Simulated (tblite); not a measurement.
Compound: C₄H₅N₃OSi.
Atom-mapped SMILES: `[cH:1]1[n:2][n:3][c:4]2[c:5]([n:6]1)[CH2:7][SiH2:8][O:9]2` (hydrogens: H10 on C1; H11, H12 on C7; H13, H14 on Si8)

Computed with GFN2-xTB (tblite), gas phase: L-BFGS steps from a force-field or distance-geometry start until the largest atomic force falls under 0.01 eV/Å.

Step 10: E = -699.2952 eV
```
atom  x, y, z in Å  |  force x, y, z in eV/Å
C1      2.4423    0.7225   -0.2388    0.010   0.006  -0.006
N2      2.6490   -0.1702    0.6905    0.113  -0.028   0.041
N3      1.6425   -0.8635    1.1807    0.045   0.072  -0.058
C4      0.4537   -0.6094    0.6927   -0.050   0.003   0.008
C5      0.2495    0.3669   -0.3188   -0.046  -0.022   0.003
N6      1.2641    1.0454   -0.7931   -0.015  -0.094   0.087
C7     -1.1688    0.5169   -0.7492   -0.018  -0.025   0.023
Si8    -2.0316   -0.7786    0.3745   -0.049   0.068  -0.062
O9     -0.6267   -1.2570    1.1283   -0.125   0.049  -0.087
H10     3.3048    1.2571   -0.6014    0.087   0.045  -0.022
H11    -1.2406    0.3278   -1.8220   -0.033   0.021   0.057
H12    -1.4824    1.5514   -0.5964   -0.019  -0.061  -0.027
H13    -2.5586   -1.9241   -0.3530    0.047  -0.007   0.030
H14    -2.8979   -0.1857    1.3838    0.052  -0.027   0.012
```

Step 11: E = -699.2974 eV
```
atom  x, y, z in Å  |  force x, y, z in eV/Å
C1      2.4436    0.7227   -0.2390    0.005  -0.009   0.013
N2      2.6496   -0.1702    0.6905    0.099  -0.039   0.048
N3      1.6422   -0.8619    1.1792   -0.001   0.029  -0.023
C4      0.4509   -0.6097    0.6929    0.004  -0.010   0.023
C5      0.2481    0.3648   -0.3171   -0.053   0.033  -0.048
N6      1.2635    1.0419   -0.7897    0.022  -0.010   0.008
C7     -1.1692    0.5193   -0.7516   -0.042  -0.038   0.032
Si8    -2.0345   -0.7757    0.3711   -0.034   0.061  -0.050
O9     -0.6310   -1.2552    1.1253   -0.086   0.011  -0.037
H10     3.3078    1.2568   -0.6004    0.049   0.040  -0.027
H11    -1.2418    0.3293   -1.8247   -0.019   0.028   0.073
H12    -1.4836    1.5540   -0.5983   -0.002  -0.074  -0.031
H13    -2.5532   -1.9284   -0.3497    0.026  -0.005   0.015
H14    -2.8932   -0.1882    1.3893    0.032  -0.017   0.004
```

Problem. Estimate the geometry and energy of step 12. (The exact step hangs on the optimiser's Hessian estimate; all steps are aligned on step 11, rigid shifts and turns removed.)

Solution. E = -699.2985 eV, largest force 0.074 eV/Å
```
atom  x, y, z in Å  |  force x, y, z in eV/Å
C1      2.4449    0.7226   -0.2388    0.015  -0.020   0.026
N2      2.6516   -0.1707    0.6911    0.041  -0.026   0.026
N3      1.6420   -0.8606    1.1779    0.002  -0.009   0.015
C4      0.4496   -0.6097    0.6932   -0.006  -0.003   0.006
C5      0.2464    0.3640   -0.3167    0.003   0.053  -0.052
N6      1.2637    1.0399   -0.7878    0.021   0.020  -0.023
C7     -1.1700    0.5197   -0.7521   -0.037  -0.027   0.021
Si8    -2.0367   -0.7733    0.3685   -0.024   0.031  -0.027
O9     -0.6344   -1.2539    1.1229   -0.029  -0.005  -0.006
H10     3.3099    1.2572   -0.6003    0.013   0.027  -0.022
H11    -1.2428    0.3305   -1.8246   -0.016   0.019   0.046
H12    -1.4843    1.5537   -0.5997   -0.005  -0.048  -0.022
H13    -2.5502   -1.9303   -0.3478    0.011  -0.008   0.002
H14    -2.8903   -0.1897    1.3919    0.011  -0.004   0.008
```

The energy changes by -0.0011 eV. The first-order estimate −F·Δx gives -0.0016 eV and the mean of the old and new forces, exact on a quadratic surface, -0.0011 eV. The step makes an angle of 50° with the force vector and moves no atom by more than 0.004 Å.

The cost below is that of the whole relaxation. Hardware: AMD EPYC, one thread, shared host with 64 logical CPUs at a one-minute load of 60. Cost: 0.78 s wall.
